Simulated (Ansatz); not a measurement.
System: sum formula BSiH$_{2}$F$_{2}$, charge 0, multiplicity 2. It need not be the lowest isomer of its formula. 
Coordinates optimised at B3LYP-D3(BJ)/def2-TZVP (Ansatz, a first-principles code):
```xyz
6

F      1.3555    -0.9579     0.1600
B      0.5236     0.0707     0.0619
F      1.0654     1.2815     0.0573
Si    -1.4340    -0.1942    -0.1843
H     -2.0071    -1.4959     0.2137
H     -2.3239     0.9494     0.1015
```
Charge 0, spin multiplicity 2.

Parts of the frozen-core correlation energy in cc-pV(D+d)Z (Ansatz, hartree). Frozen orbitals: 8; correlated occupied orbitals by spin: 12 and 11; virtual: 55 and 56. UHF or UKS for open shells. No spin-orbit coupling. Non-relativistic.

```tsv
term	value
reference (HF)	-513.74580
MP2 opposite-spin	-0.39649
MP2 same-spin	-0.13786
CCSD correlation	-0.56364
(T)	-0.01194
T1 diagnostic	0.016
largest doubles amplitude	0.034
<S^2> of the reference	0.763
```
